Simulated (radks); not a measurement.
The numbers below are computed, except where a source is named.
Q: These are the eigenvalues of the occupied orbitals of an atom or ion with whole-number occupations (eV). Level of theory: Dirac Kohn-Sham, LB94 model potential, spin-unpolarised, spherical densities, finite nucleus; Fermi nuclear charge, rms radius of each element as measured or else 0.836 A^(1/3) + 0.57 fm (a radial shooting solver on a logarithmic mesh with Libxc functionals).

1s1/2: -32014.00
2s1/2: -5144.626
2p1/2: -4843.118
2p3/2: -4565.576
3s1/2: -1233.237
3p1/2: -1108.013
3p3/2: -1056.210
3d3/2: -834.9743
3d5/2: -824.0008
4s1/2: -402.0338
4p1/2: -357.3326
4p3/2: -345.9496
4d3/2: -272.1341

Which element is it, and in what charge state? The configuration may be excited. Open shells, if any, fill j = l - 1/2 first.

A: Z = 52, tellurium, charge +12: Te12+ in [Kr] 4d4. The list shows which subshells hold electrons but not how many an open one holds; the 1s level, -1176.5 hartree, gives Z - s = 48.5 by -(Z - s)^2/2, which with screening and relativity narrows Z to a few neighbours, and the depths of the outer levels then fix element, charge and occupations together.
